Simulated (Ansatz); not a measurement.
Name a neutral molecule of Br, Ga, O and H with HOMO energy (PBE0/def2-TZVPP) between -8.75 and -8.45 eV and HOMO–LUMO gap (PBE/def2-TZVPP) between 4.90 and 5.20 eV (Ansatz, PBE0-D4/def2-TZVP geometry).

`[OH][Ga]([OH])[Br]` (-8.72 eV, 5.14 eV); `[OH][GaH][Br]` (-8.46 eV, 5.14 eV). Other molecules can fit too; these were computed, each in one conformer that needn't be the lowest.
